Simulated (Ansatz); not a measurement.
C26H20⁺, that is tetraphenylethylene with one electron fewer. Total charge 1; doublet. Geometry r2SCAN-D4/def2-SVP, that of the neutral singlet; atoms count from 1.

```xyz
46

C    -3.183   -0.729    3.402
C    -3.386    0.077    2.277
C    -2.423    0.131    1.268
C    -1.237   -0.623    1.362
C    -0.214   -0.587    0.285
C     0.214    0.588   -0.285
C    -0.100    1.917    0.303
C     0.054    2.161    1.681
C    -0.227    3.417    2.219
C    -0.669    4.456    1.393
C    -0.813    4.231    0.019
C    -0.520    2.978   -0.522
C     1.023    0.619   -1.531
C     0.674   -0.163   -2.649
C     1.430   -0.113   -3.820
C     2.553    0.717   -3.899
C     2.904    1.510   -2.802
C     2.141    1.470   -1.634
C     0.314   -1.912   -0.133
C    -0.561   -2.998   -0.331
C    -0.075   -4.247   -0.720
C     1.299   -4.444   -0.896
C     2.182   -3.381   -0.676
C     1.696   -2.129   -0.301
C    -1.059   -1.451    2.487
C    -2.017   -1.495    3.502
H    -3.938   -0.770    4.194
H    -4.302    0.667    2.182
H    -2.585    0.762    0.390
H     0.400    1.352    2.330
H    -0.096    3.588    3.292
H    -0.891    5.440    1.816
H    -1.152    5.039   -0.636
H    -0.627    2.808   -1.598
H    -0.204   -0.813   -2.590
H     1.138   -0.725   -4.679
H     3.147    0.755   -4.818
H     3.778    2.167   -2.857
H     2.414    2.097   -0.780
H    -1.636   -2.849   -0.188
H    -0.772   -5.074   -0.883
H     1.681   -5.426   -1.192
H     3.260   -3.530   -0.796
H     2.389   -1.300   -0.129
H    -0.151   -2.056    2.566
H    -1.853   -2.133    4.376
```

Single mean-field runs in def2-TZVP are fitted with def2-universal-jkfit.

(1) Estimate the Mulliken populations of the heavy atoms from the PBE0/def2-TZVP orbitals of Ansatz.

(2) Where does the spin sit?

(3) And the Mayer bond orders between heavy atoms (over 0.3)?

## Answers

(1) 
| atom | charge (e) | spin (α − β) |
| --- | --- | --- |
| C1 | -0.06 | 0.10 |
| C2 | -0.15 | -0.04 |
| C3 | -0.12 | 0.06 |
| C4 | -0.02 | 0.02 |
| C5 | 0.26 | 0.18 |
| C6 | 0.26 | 0.18 |
| C7 | -0.02 | 0.02 |
| C8 | -0.12 | 0.06 |
| C9 | -0.15 | -0.04 |
| C10 | -0.06 | 0.10 |
| C11 | -0.14 | -0.03 |
| C12 | -0.17 | 0.06 |
| C13 | -0.02 | 0.02 |
| C14 | -0.12 | 0.06 |
| C15 | -0.15 | -0.04 |
| C16 | -0.06 | 0.10 |
| C17 | -0.14 | -0.03 |
| C18 | -0.17 | 0.06 |
| C19 | -0.02 | 0.02 |
| C20 | -0.17 | 0.06 |
| C21 | -0.14 | -0.03 |
| C22 | -0.06 | 0.10 |
| C23 | -0.15 | -0.04 |
| C24 | -0.12 | 0.06 |
| C25 | -0.17 | 0.06 |
| C26 | -0.14 | -0.03 |
Mulliken values depend strongly on the basis.

(2) Summed by element: C 1.03, H -0.03, of 1 unpaired in all. Largest on single atoms: C6 0.18, C5 0.18, C22 0.10.

(3) C1–C2 1.37 (1.40 Å); C1–C26 1.37 (1.40 Å); C2–C3 1.48 (1.40 Å); C3–C4 1.31 (1.41 Å); C4–C5 0.94 (1.49 Å); C4–C25 1.31 (1.41 Å); C5–C6 1.35 (1.37 Å); C5–C19 0.94 (1.49 Å); C6–C7 0.94 (1.49 Å); C6–C13 0.94 (1.49 Å); C7–C8 1.31 (1.41 Å); C7–C12 1.31 (1.41 Å); C8–C9 1.48 (1.40 Å); C9–C10 1.37 (1.40 Å); C10–C11 1.38 (1.40 Å); C11–C12 1.47 (1.40 Å); C13–C14 1.31 (1.41 Å); C13–C18 1.31 (1.41 Å); C14–C15 1.48 (1.40 Å); C15–C16 1.37 (1.40 Å); C16–C17 1.38 (1.40 Å); C17–C18 1.47 (1.40 Å); C19–C20 1.31 (1.41 Å); C19–C24 1.31 (1.41 Å); C20–C21 1.47 (1.40 Å); C21–C22 1.37 (1.40 Å); C22–C23 1.37 (1.40 Å); C23–C24 1.48 (1.40 Å); C25–C26 1.47 (1.40 Å).
